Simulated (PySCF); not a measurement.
CH3Cl2In, SMILES [In]([Cl])([CH3])[Cl]. Heavy atoms are numbered as in [In:1]([Cl:2])([Cl:3])[CH3:4]. Hydrogens are named by the atom that carries them.

Geometry: B3LYP-D3(BJ)/def2-SVP. The structure was generated by enumeration; whether it is a known compound was not checked. The def2 effective core potentials stand for the cores of In; spin–orbit coupling is left out.

The numbers are results of r2SCAN/def2-TZVP (PySCF), not measurements.

ESP charges are fitted to the potential on shells at 1.4 to 2.0 van der Waals radii. Atomic charges (e), one atom of each kind:

```tsv
atom	ESP fit	Mulliken	Löwdin
In1	0.73	0.85	[?]
Cl2	-0.33	-0.38	[?]
C4 (CH3)	-0.58	-0.55	[?]
H on C4	0.16	0.16	[?]
```

**Question.** Some entries are withheld; supply them. (Estimate from the structure and the level; the computed values follow.)

**Answer.** 
- In1, Löwdin: -0.02
- Cl2, Löwdin: 0.05
- C4 (CH3), Löwdin: -0.49
- H on C4, Löwdin: 0.14
